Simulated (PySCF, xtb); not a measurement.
Hf(NH2)3(Me) (CH9HfN3), SMILES [CH3][Hf]([NH2])([NH2])[NH2], multiplicity 1.

xtb 6.7.1 with GFN2-xTB at its own geometry gives an orbital gap of 2.69 eV and a dipole moment of 1.09 D.

Geometry: PBE0-D3(BJ)/def2-SVP. The spin state was assumed, not searched. The def2 effective core potentials stand for the cores of Hf; spin–orbit coupling is left out. The values are those of a single conformer.

Problem. What does PySCF with PBE/def2-TZVP give? (Estimate from the structure and the level; the computed values follow.)

Solution. gap 4.84 eV (levels -5.43 and -0.58 eV), dipole 1.33 D.
